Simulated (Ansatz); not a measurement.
Ansatz (a program for electronic structure) input file for Nb(OH)3 (H3NbO3), SMILES [OH][Nb]([OH])[OH] (connectivity only; charge and spin as stated), neutral, multiplicity 3, PBE/def2-SVPD. Geometry optimised at B3LYP-D3(BJ)/def2-SVP. The spin state was assumed, not searched. The def2 effective core potentials stand for the cores of Nb; spin–orbit coupling is left out. The values are those of a single conformer.

Ansatz 0.2 input:
```yaml
crystal:
  periodic: [false, false, false]
  atoms:
    - {symbol: Nb, position_ang: [0.00452902, 0.08479824, 0.00000000]}
    - {symbol: O, position_ang: [-0.01033791, 0.71519762, -1.78203760]}
    - {symbol: H, position_ang: [-0.05326411, 1.15493279, -2.63291561]}
    - {symbol: O, position_ang: [0.09818660, -1.85317496, -0.00000002]}
    - {symbol: H, position_ang: [-0.69924797, -2.40435562, -0.00000001]}
    - {symbol: O, position_ang: [-0.01033791, 0.71519761, 1.78203761]}
    - {symbol: H, position_ang: [-0.05326412, 1.15493276, 2.63291562]}
basis:
  gaussian:
    orbitals: def2-SVPD
hamiltonian:
  xc: {name: PBE}
magnetization: {spin_polarized: true, initial_magnetization: 2}
```

Program output:

```
WARN ansatz: RAYON_NUM_THREADS=1 ignored (pool sized by the plan → 1); use --threads N
Functional definition: PBE
integrals: 0.05 GiB planned
1024 factors; their error is unknown
mean field: 0.48 GiB planned
mean field evaluation 1: about -7713.9669 eV, gradient 7.4e1 eV
mean field evaluation 2: about -7481.2153 eV, gradient 2.2e2 eV
mean field evaluation 4: about -7727.6425 eV, gradient 3.3e1 eV
mean field evaluation 8: about -7733.2528 eV, gradient 8.8e-1 eV
mean field evaluation 16: about -7733.2263 eV, gradient 1.6e-3 eV
mean field evaluation 32: about -7732.2888 eV, gradient 8.8e-1 eV
mean field -7733.22625517 eV, -284.1908231085 hartree, gradient 1.4e-5 eV, S^2 2.006130; 4 other end points of the search recorded, 0 dependent functions left out
reference -7733.22631732 eV, -284.1908253923 hartree; 21, 19 occupied and 106, 108 virtual orbitals, 1024 factors
Total energy: -7733.22631732 eV, -284.1908253923 hartree
```

The calculation finished and met its thresholds.

Cost: very roughly 11 core-seconds.
